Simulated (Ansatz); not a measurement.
`[SiH3][AlH][Cl]` + `[SiH3]S` → `[SiH3][AlH][S][SiH3]` + HCl at 500 K and 1 bar (ligand exchange at the Al–Cl bond).

Computed with Ansatz on PBE0-D4/def2-TZVP structures; ΔE is electronic, products minus reactants. CCSD(T)/CBS adds triple-zeta CCSD(T) − MP2 to the extrapolated MP2 energy (def2 sets, frozen cores). This one scheme is used for every species. One conformer a species, not always the lowest.

```
               species  CCSD(T)/CBS energy (Eh)  H − E (kJ/mol)  S (J/(mol·K))
     `[SiH3][AlH][Cl]`               -993.32756           124.2          389.8
             `[SiH3]S`               -689.27336           117.6          310.5
`[SiH3][AlH][S][SiH3]`              -1222.20542           211.4          468.4
                   HCl               -460.38127            32.5          201.9
```

H − E and S are ideal-gas, rigid-rotor, harmonic terms from PBE0-D4/def2-TZVP, for one conformer and one mirror image of each species. 1 Eh = 2625.50 kJ/mol, R = 8.31446 J/(mol·K).

Q: By hand: ΔE, ΔH, ΔS and ΔG.

A: ΔE = (-1222.20542) + (-460.38127) − (-993.32756) − (-689.27336) = 0.01423 Eh = 37.4 kJ/mol. Δ(H − E) = 211.4 + 32.5 − 124.2 − 117.6 = 2.1, so ΔH = 39.5 kJ/mol. ΔS = 468.4 + 201.9 − 389.8 − 310.5 = -30.0 J/(mol·K). ΔG = 39.5 − 500 × (-30.0)/1000 = 54.5 kJ/mol.

Q: By hand: the equilibrium constant, and the temperature at which ΔG would vanish if ΔH and ΔS stayed fixed.

A: log₁₀ K = −ΔG/(RT ln 10) = -5.7. ΔH and −TΔS have one sign here, so there is no such temperature.

TΔS isn't small against ΔH here. A doubt of 5 kJ/mol in ΔE shifts log₁₀ K by 0.5 here. Other conformers and mirror images would add mixing entropy, several J/(mol·K) or more a flexible species. Modes under 60 cm⁻¹, often nearly free rotors, make the harmonic entropy too high. These are equilibria of isolated gas molecules and say nothing of rates. Largest T1 diagnostic: 0.013 (customary marks: 0.02 for closed shells, 0.045 for open ones).
